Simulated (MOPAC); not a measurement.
Input file for MOPAC: PM7 on CH5NSi (SMILES C[Si]N), a point of a bond scan (R = 0.984 Å).

```
PM7 1SCF PRECISE CHARGE=0 THREADS=1
CH5NSi

Si    -0.27695795 1    -0.02987367 1     0.65336335 1
C      0.58141634 1     1.33956110 1    -0.37080899 1
H      0.17798236 1     2.21789641 1    -0.18761194 1
H      0.57862855 1     1.17210013 1    -1.45148118 1
H      1.62575435 1     1.40795972 1    -0.04206701 1
N     -0.21931976 1    -1.29505645 1    -0.50310454 1
H      0.15769451 1    -1.23076375 1    -1.43932500 1
H     -0.57108211 1    -2.21852540 1    -0.30037125 1
```

Output:

```
*******************************************************************************
 **                                                                           **
 **                              MOPAC v23.2.5                                **
 **                                                                           **
 *******************************************************************************
 ** MOPAC's Digital Object Identifier: https://doi.org/10.5281/zenodo.6511958 **
 **                                                                           **
 ** Please cite the open-source release paper for use of this MOPAC version:  **
 ** J. E. Moussa and J. J. P. Stewart (2026)                                  **
 ** MOPAC: An open-source semiempirical molecular orbital program             **
 ** J. Open Source Softw., 11(119), 8025, https://doi.org/10.21105/joss.08025 **
 *******************************************************************************

                              PM7 CALCULATION RESULTS

 *******************************************************************************
 *  PM7        - The PM7 Hamiltonian to be used
 *
 *
 *
 *                 CHARGE ON SYSTEM = 0
 *
 *
 *
 *  PRECISE    - TIGHTER CRITERIA TO BE USED
 *  1SCF       - DO 1 SCF AND THEN STOP
 *  THREADS=1  - MULTI-THREADING NOT USED
 *  T=         - A TIME OF 172800.0 SECONDS REQUESTED
 *  DUMP=N     - RESTART FILE WRITTEN EVERY 7200.0 SECONDS REQUESTED
 *******************************************************************************
PM7 1SCF PRECISE CHARGE=0 THREADS=1
 CH5NSi

   ATOM   CHEMICAL          X               Y               Z
  NUMBER   SYMBOL      (ANGSTROMS)     (ANGSTROMS)     (ANGSTROMS)

     1      Si         -0.27695795  *  -0.02987367  *   0.65336335  *
     2       C          0.58141634  *   1.33956110  *  -0.37080899  *
     3       H          0.17798236  *   2.21789641  *  -0.18761194  *
     4       H          0.57862855  *   1.17210013  *  -1.45148118  *
     5       H          1.62575435  *   1.40795972  *  -0.04206701  *
     6       N         -0.21931976  *  -1.29505645  *  -0.50310454  *
     7       H          0.15769451  *  -1.23076375  *  -1.43932500  *
     8       H         -0.57108211  *  -2.21852540  *  -0.30037125  *



          CARTESIAN COORDINATES

    NO.       ATOM           X           Y           Z

     1        Si         -0.2770     -0.0299      0.6534
     2         C          0.5814      1.3396     -0.3708
     3         H          0.1780      2.2179     -0.1876
     4         H          0.5786      1.1721     -1.4515
     5         H          1.6258      1.4080     -0.0421
     6         N         -0.2193     -1.2951     -0.5031
     7         H          0.1577     -1.2308     -1.4393
     8         H         -0.5711     -2.2185     -0.3004

 General Reference for PM7:
 "Optimization of Parameters for Semiempirical Methods VI: More Modifications to the
 NDDO Approximations and Re-optimization of Parameters", J. J. P. Stewart, J. Mol. Mod., 1:32, 19 (2013)
 https://link.springer.com/article/10.1007/s00894-012-1667-x

           Empirical Formula: C H5 N Si  =     8 atoms



      MOLECULAR POINT GROUP   :   C1


      RHF CALCULATION, NO. OF DOUBLY OCCUPIED LEVELS = 9


 -------------------------------------------------------------------------------
 PM7 1SCF PRECISE CHARGE=0 THREADS=1
 CH5NSi



     1SCF WAS SPECIFIED, SO BFGS WAS NOT USED
     SCF FIELD WAS ACHIEVED


                              PM7 CALCULATION
                                                       MOPAC v23.2.5 Linux




          FINAL HEAT OF FORMATION =         35.18797 KCAL/MOL =     147.22646 KJ/MOL


          COSMO AREA              =        104.79 SQUARE ANGSTROMS
          COSMO VOLUME            =         92.93 CUBIC ANGSTROMS

          IONIZATION POTENTIAL    =          9.227367 EV
          HOMO LUMO ENERGIES (EV) =         -9.227  0.015
          NO. OF FILLED LEVELS    =          9
          MOLECULAR WEIGHT        =         59.1427         POINT GROUP:  C1

          MOLECULAR DIMENSIONS (Angstroms)

            Atom       Atom       Distance
            H     8    H     3     4.50063
           Si     1    H     4     2.23222
            H     5    H     8     1.54205


          SCF CALCULATIONS        =          1





   ATOM   CHEMICAL          X               Y               Z
  NUMBER   SYMBOL      (ANGSTROMS)     (ANGSTROMS)     (ANGSTROMS)

     1      Si         -0.27695795  *  -0.02987367  *   0.65336335  *
     2       C          0.58141634  *   1.33956110  *  -0.37080899  *
     3       H          0.17798236  *   2.21789641  *  -0.18761194  *
     4       H          0.57862855  *   1.17210013  *  -1.45148118  *
     5       H          1.62575435  *   1.40795972  *  -0.04206701  *
     6       N         -0.21931976  *  -1.29505645  *  -0.50310454  *
     7       H          0.15769451  *  -1.23076375  *  -1.43932500  *
     8       H         -0.57108211  *  -2.21852540  *  -0.30037125  *

                             CARTESIAN COORDINATES

   1   Si       -0.276957950    -0.029873670     0.653363350
   2    C        0.581416340     1.339561100    -0.370808990
   3    H        0.177982360     2.217896410    -0.187611940
   4    H        0.578628550     1.172100130    -1.451481180
   5    H        1.625754350     1.407959720    -0.042067010
   6    N       -0.219319760    -1.295056450    -0.503104540
   7    H        0.157694510    -1.230763750    -1.439325000
   8    H       -0.571082110    -2.218525400    -0.300371250


           Empirical Formula: C H5 N Si  =     8 atoms



      MOLECULAR POINT GROUP   :   C1


                  EIGENVALUES
 -36.05359 -25.63745 -17.15737 -15.75883 -14.12062 -14.03635 -12.00874 -10.61659
  -9.22737   0.01542   1.60112   3.53612   5.59608   5.94720   6.22050   6.75452
   7.50211  24.42109  24.58897  24.66880  25.42868  26.22644


              NET ATOMIC CHARGES AND DIPOLE CONTRIBUTIONS

  ATOM NO.   TYPE          CHARGE      No. of ELECS.   s-Pop       p-Pop       d-Pop
    1         Si           0.355045        3.6450     1.19399     2.31904     0.13192
    2          C          -0.675377        4.6754     1.03488     3.64050
    3          H           0.160897        0.8391     0.83910
    4          H           0.165837        0.8342     0.83416
    5          H           0.174521        0.8255     0.82548
    6          N          -0.750971        5.7510     1.53823     4.21274
    7          H           0.288716        0.7113     0.71128
    8          H           0.281332        0.7187     0.71867
 DIPOLE           X         Y         Z       TOTAL
 POINT-CHG.    -0.159    -0.602     0.394     0.736
 HYBRID         1.153    -0.014    -3.018     3.231
 SUM            0.994    -0.616    -2.625     2.874


          ATOMIC ORBITAL ELECTRON POPULATIONS

     Atom    s        px        py        pz      x^2-y^2     xz        z^2       yz        xy
    1 Si   1.19399   0.45854   0.53657   1.32393   0.02226   0.01686   0.02336   0.04212   0.02732
    2  C   1.03488   1.20915   1.24931   1.18204
    3  H   0.83910
    4  H   0.83416
    5  H   0.82548
    6  N   1.53823   1.64110   1.29151   1.28014
    7  H   0.71128
    8  H   0.71867

 **********************
 *                    *
 * JOB ENDED NORMALLY *
 *                    *
 **********************




 == MOPAC DONE ==
```

The run finished.

Cost: roughly 0.020 core-seconds.
